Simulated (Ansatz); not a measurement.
```yaml
atoms:
  - { symbol: N, position_ang: [1.0279, 0.0000, 0.0000] }
  - { symbol: C, position_ang: [0.3075, 1.0297, 0.0000] }
  - { symbol: C, position_ang: [-0.9043, 0.6539, 0.0000] }
  - { symbol: C, position_ang: [-0.9043, -0.6539, 0.0000] }
  - { symbol: C, position_ang: [0.3075, -1.0297, 0.0000] }
  - { symbol: H, position_ang: [1.9568, 0.0000, 0.0000] }
  - { symbol: H, position_ang: [0.7090, 1.9464, 0.0000] }
  - { symbol: H, position_ang: [-1.7042, 1.2561, 0.0000] }
  - { symbol: H, position_ang: [-1.7042, -1.2561, 0.0000] }
  - { symbol: H, position_ang: [0.7090, -1.9464, 0.0000] }
```

Basis set: cc-pVDZ (spherical functions). Correlated methods keep 5 orbitals frozen. Charge 0, multiplicity 1.

Computed with Ansatz (development build ahead of 0.2.0); each method stands on the lowest determinant of its kind that the runs found. Restricted open shells among the atoms or ions are ROHF, correlated in semicanonical orbitals with singles.

Give the atomization energy at this shape (free ground-state atoms in the same class of orbitals less the molecule, no zero-point energy) of singlet C4H5N by RHF-MP2, RHF.

```
 method  atomization energy
RHF-MP2       3925.0 kJ/mol
    RHF       2941.5 kJ/mol
```

Caution: no unrestricted run beside it, a lower state can exist; the shape is not the minimum.
